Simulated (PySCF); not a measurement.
Input for PySCF:
```python
from pyscf import gto, scf, dft

mol = gto.Mole()
mol.atom = '''
    Si    0.224961    1.954402   -0.010280
    Si    1.888001    0.448422    0.557987
    Si    0.945155   -1.673835    0.290882
    Si   -1.274265   -1.421827   -0.366484
    Si   -1.750590    0.861572   -0.519720
    H     0.070454    3.072035    0.939827
    H     2.479854    0.612777    1.894422
    H     3.046273    0.621846   -0.333808
    H     1.707129   -2.457446   -0.687912
    H     1.048605   -2.465150    1.523068
    H    -1.531795   -2.089677   -1.647243
    H    -2.185261   -2.097955    0.565236
    H    -2.181315    1.215421   -1.882157
    H    -2.919612    1.225869    0.295165
'''
mol.basis = 'sto-3g'
mol.charge = 0
mol.spin = 1
mol.verbose = 4
mol.build()

mf = dft.UKS(mol)
mf.xc = 'mn15'
mf.kernel()
```

Task: What does this run give for the total energy, <S^2>, Mulliken (on the basis functions themselves) charges in atom order?

Result: 
```
Quantity                                                                                                                                                                                                     Result
------------------------------------------------------------------  -----------------------------------------------------------------------------------------------------------------------------------------------
total energy                                                                                                                                                                                          -1431.8169 Eh
<S^2>                                                                                                                                                                                                         0.754
Mulliken (on the basis functions themselves) charges in atom order  Si1 0.17, Si2 0.27, Si3 0.27, Si4 0.27, Si5 0.27, H6 -0.14, H7 -0.14, H8 -0.14, H9 -0.14, H10 -0.14, H11 -0.14, H12 -0.14, H13 -0.14, H14 -0.14
```

These values belong to the state on which the SCF converged, which isn't shown to be the lowest.
